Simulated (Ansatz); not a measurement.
Isolated molecules relaxed with PBE0-D4/def2-TZVP in Ansatz; ΔE leaves out vibrations. CBS: MP2 limit from def2 TZ/QZ plus the TZ coupled-cluster correction, frozen cores. This one scheme is used for every species, atoms too. For atomizations the MP2-based limit and the directly extrapolated one differ by several kJ/mol either way, and by 10 to 25 for some Ge, Se and Sn compounds, so smaller differences from it don't rank the levels. DFT in def2-TZVPP. B3LYP here is the variant with VWN-RPA as its local correlation; programs differ in this. Open shells (•) are unrestricted, without spin–orbit coupling. Spin–orbit coupling would lower the free atoms: a little for B, C, O, Si; clearly for Br. For Br outer-core shells are correlated without core-valence functions, so the limit isn't a true one: a few kJ/mol of doubt a bond, and 10 to 20 or more in all where bonds break to atoms. Scalar relativity is left out up to krypton. One conformer a species, not always the lowest.

`B[SiH](Br)C=O` → B• + Br• + C• + 4 H• + O• + Si•  (atomization)

`B[SiH](Br)C=O`:

Cartesian coordinates in Å:
```
B 0.099 -1.711 0.039
Si 0.521 0.203 -0.366
Br 2.435 0.934 0.516
C -0.884 1.350 0.322
O -2.017 1.212 -0.050
H 0.877 -2.439 0.574
H -0.980 -2.124 -0.265
H 0.566 0.439 -1.834
H -0.617 2.139 1.063
```

```tsv
level	ΔE (eV)
LDA (SPW92)	37.23
PBE0-D4	32.51
B3LYP-D4	32.41
r2SCANh-D4	32.42
ωB97M-V	32.48
CCSD(T)/def2-SVP	30.44
MP2/def2-TZVPP	32.18
SCS-MP2/def2-TZVPP	31.93
```

Problem. What does CCSD(T)/CBS give? (Estimate.)

Solution. The calculation gave: +32.39 eV. The listed levels differ from it by 4.84, 0.12, 0.02, 0.03, 0.09, -1.95, -0.21, -0.46 eV.

Largest T1 diagnostic among the species: 0.014.

In def2-TZVPP, CCSD(T) changes the Hartree–Fock value by +7.88 eV (the triples alone add +0.57 eV) and MP2 by +8.62 eV; breaking electron pairs costs correlation energy, which Hartree–Fock lacks. At CCSD(T), def2-SVP lies −1.96 eV from the extrapolated value and def2-TZVPP −0.95 eV: correlation converges slowly with the basis, and small sets miss more of it in the bonded molecule than in its fragments. The D4 term adds +0.36 eV with B3LYP and +0.19 eV with PBE0; it sums over pairs of atoms, weighted by their polarisabilities, and B3LYP, whose exchange is more repulsive, gets the larger term.
